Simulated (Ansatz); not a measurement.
Au2O⁺. The state is a doublet with charge 1. Geometry relaxed at r2SCAN-D4/def2-TZVP.

| atom | x (Å) | y (Å) | z (Å) |
| --- | --- | --- | --- |
| Au1 | -0.9547 | -0.5512 | -1.3031 |
| Au2 | 0.3742 | 0.5091 | 1.5856 |
| O3 | 0.5804 | 0.0421 | -0.2825 |

In the def2 sets Au takes a core potential; there is no spin–orbit coupling. The relaxation made no stability test and no search for a lower SCF solution. The structure comes from a short search, and lower isomers may exist.

Question: Estimate the harmonic wavenumbers at UKS r2SCAN-D4/def2-TZVP (Ansatz, unscaled). Is this a minimum?

Answer: 58, 409, 577 cm⁻¹. Yes, no mode is imaginary beyond noise. Zero-point energy 6.2 kJ/mol. It took 7.5 s on 4 threads of Intel Xeon 6975P-C on a shared host.
